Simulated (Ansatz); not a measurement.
Species: YCl, net charge 0, singlet state. 
Coordinates optimised at B3LYP-D3(BJ)/def2-TZVP (Ansatz, a quantum-chemistry and plane-wave program):
```xyz
2

Y      0.0000     0.0000    -0.7285
Cl     0.0000     0.0000     1.6713
```

Total electronic energies in hartree. Cores are frozen in the correlated levels unless marked. No spin-orbit coupling. The frozen core is the preceding noble-gas configuration, with the filled d and f shells of earlier blocks. Past Kr the def2 sets carry scalar-relativistic core potentials. STO-3G rows are all-electron and non-relativistic. Basis-set limits of correlation are two-point, X^-3; Hartree-Fock from the larger set.

The Hartree-Fock reference is unstable (checked in the largest basis), which strains HF and MP2. 

```csv
level,program,energy (Eh)
HF/STO-3G,Ansatz,-3752.09952
HF/def2-QZVPP,Ansatz,-497.46383
BLYP/def2-TZVPD,Ansatz,-498.53143
PBE0/def2-SVP,Ansatz,(withheld)
LC-wPBE-D3(BJ)/def2-TZVPD,Ansatz + dftd3,-498.43964
B2PLYP-D3(BJ)/def2-TZVPD,Ansatz + dftd3,(withheld)
RI-MP2/def2-TZVPPD,Ansatz,-497.68734
SCS-MP2/def2-TZVPPD,Ansatz,-497.68570
"CCSD(T)/CBS(def2-TZVPPD,def2-QZVPPD)",Ansatz,-497.7734
```

**Question.** Some entries are withheld; supply them.

**Answer.** 
- PBE0/def2-SVP, energy (Eh): -498.23022
- B2PLYP-D3(BJ)/def2-TZVPD, energy (Eh): -498.29680
